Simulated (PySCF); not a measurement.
FIn, singlet, geometry from GFN2-xTB (such geometries of metal compounds can be far from the true shape) (core potentials on In); PBE/def2-TZVP (PySCF).

Here is a job for PySCF.
```python
from pyscf import gto, scf, dft

mol = gto.M(
    atom='''
In   -0.00000000   -0.00000000   -0.31421463
F     0.00000000    0.00000000    1.71072408
''',
    basis='def2-tzvp',
    ecp={'In': 'def2-tzvp'},
    verbose=4,
)

mf = dft.RKS(mol)
mf.xc = 'pbe'
mf.kernel()
```

Q: Write the output that PySCF gives for this input, abridged.

A: 
```
PySCF version 2.14.0

[INPUT] verbose = 4
[INPUT] num. atoms = 2
[INPUT] num. electrons = 30
[INPUT] charge = 0
[INPUT] spin (= nelec alpha-beta = 2S) = 0
[INPUT] symmetry False subgroup None
[INPUT] Mole.unit = angstrom
[INPUT] Symbol           X                Y                Z      unit          X                Y                Z       unit  Magmom
[INPUT]  1 In     0.000000000000   0.000000000000  -0.314214630000 AA    0.000000000000   0.000000000000  -0.593779595032 Bohr   0.0
[INPUT]  2 F      0.000000000000   0.000000000000   1.710724080000 AA    0.000000000000   0.000000000000   3.232799985899 Bohr   0.0

nuclear repulsion = 49.3913679312694
number of shells = 27
number of NR pGTOs = 137
number of NR cGTOs = 81
basis = def2-tzvp
ecp = {'In': 'def2-tzvp'}

******** <class 'pyscf.dft.rks.RKS'> ********
method = RKS
initial guess = minao
damping factor = 0
level_shift factor = 0
DIIS = <class 'pyscf.scf.diis.CDIIS'>
diis_start_cycle = 1
diis_space = 8
diis_damp = 0
SCF conv_tol = 1e-09
SCF conv_tol_grad = None
SCF max_cycles = 50
direct_scf = True
direct_scf_tol = 1e-13
XC library pyscf.dft.libxc version 7.1.2
    S. Lehtola, C. Steigemann, M. J. T. Oliveira, and M. A. L. Marques,  SoftwareX 7, 1–5 (2018)
XC functionals = pbe
    J. P. Perdew, K. Burke, and M. Ernzerhof,  Phys. Rev. Lett. 77, 3865 (1996)
    J. P. Perdew, K. Burke, and M. Ernzerhof,  Phys. Rev. Lett. 78, 1396 (1997)
    J. P. Perdew, K. Burke, and M. Ernzerhof,  Phys. Rev. Lett. 77, 3865 (1996)
    J. P. Perdew, K. Burke, and M. Ernzerhof,  Phys. Rev. Lett. 78, 1396 (1997)
radial grids:
    Treutler-Ahlrichs [JCP 102, 346 (1995); DOI:10.1063/1.469408] (M4) radial grids

becke partition: Becke, JCP 88, 2547 (1988); DOI:10.1063/1.454033
pruning grids: <function nwchem_prune>
grids dens level: 3
symmetrized grids: False
atomic radii adjust function: <function treutler_atomic_radii_adjust>
small_rho_cutoff = 0
Set gradient conv threshold to 3.16228e-05
Initial guess from minao.
tot grids = 36136
init E= -257.426414554576
  HOMO = -0.718673525687984  LUMO = -0.492930580410768  gap/eV = 6.14278
cycle= 1 E= -289.301023440542  delta_E= -31.9  |g|= 2.01  |ddm|= 43.7
  HOMO = -0.0713338541719656  LUMO = 0.00233850177836796  gap/eV = 2.00473
cycle= 2 E= -287.877401124081  delta_E= 1.42  |g|= 3.76  |ddm|= 9.09
  HOMO = -0.248100494877551  LUMO = -0.0723682636158764  gap/eV = 4.78192
cycle= 3 E= -289.849128585326  delta_E= -1.97  |g|= 0.92  |ddm|= 3.63
  HOMO = -0.228589507821727  LUMO = -0.0810135760894176  gap/eV = 4.01575
cycle= 4 E= -289.980873730912  delta_E= -0.132  |g|= 0.356  |ddm|= 0.808
  HOMO = -0.234377599711667  LUMO = -0.0807927228364449  gap/eV = 4.17926
cycle= 5 E= -289.997891661929  delta_E= -0.017  |g|= 0.0757  |ddm|= 0.231
  HOMO = -0.235880206223062  LUMO = -0.0814303591233908  gap/eV = 4.20279
cycle= 6 E= -289.999053739983  delta_E= -0.00116  |g|= 0.022  |ddm|= 0.0881
  HOMO = -0.238248811646791  LUMO = -0.0823762350596852  gap/eV = 4.24151
cycle= 7 E= -289.999128820927  delta_E= -7.51e-05  |g|= 0.00362  |ddm|= 0.0242
  HOMO = -0.238088186235178  LUMO = -0.0824130318686453  gap/eV = 4.23614
cycle= 8 E= -289.999131973267  delta_E= -3.15e-06  |g|= 0.000559  |ddm|= 0.00388
  HOMO = -0.238071550270394  LUMO = -0.0823762401445141  gap/eV = 4.23669
cycle= 9 E= -289.999132038081  delta_E= -6.48e-08  |g|= 2.61e-05  |ddm|= 0.000691
  HOMO = -0.238070831726571  LUMO = -0.0823760282560457  gap/eV = 4.23667
cycle= 10 E= -289.999132038177  delta_E= -9.58e-11  |g|= 1.05e-05  |ddm|= 2.33e-05
  HOMO = -0.238069415177375  LUMO = -0.0823765233988116  gap/eV = 4.23662
Extra cycle  E= -289.999132037998  delta_E= 1.78e-10  |g|= 3.42e-05  |ddm|= 2.74e-05
converged SCF energy = -289.999132037998
```
